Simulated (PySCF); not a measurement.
Coordinates in bohr (charge 0 multiplicity 1):
```
Tm    0.0000    0.0000    0.0000
F    -0.0009    0.0000    3.7506
F     3.2486    0.0000   -1.8745
F    -3.2476    0.0000   -1.8761
```

These are results of PySCF, PBE0, basis Tm lcecp-1-TZVP with ECP58, F def2-TZVP (scalar-relativistic core potentials, no spin–orbit coupling, density fitting), not measurements.

This geometry of TmF₃ is a stationary point at this level.

(1) What is the point group?

(2) Is it a minimum?

(3) Which band is strongest in the infrared?

(4) Give the ideal-gas entropy at 298.15 K and 1 bar by parts.

Answers

(1) D3h.

(2) Yes: all harmonic wavenumbers are real, though the softest, 41 cm⁻¹, leaves little margin.

(3) 558 cm⁻¹ (e'), 379 km/mol.

(4) translation 176.5, rotation 95.4, vibration 51.3, spin 0.0; total 323.2 J/(mol K).

Other isomers or separated fragments may lie lower. The 4f shell sits in the core potential, so its spin is not counted.
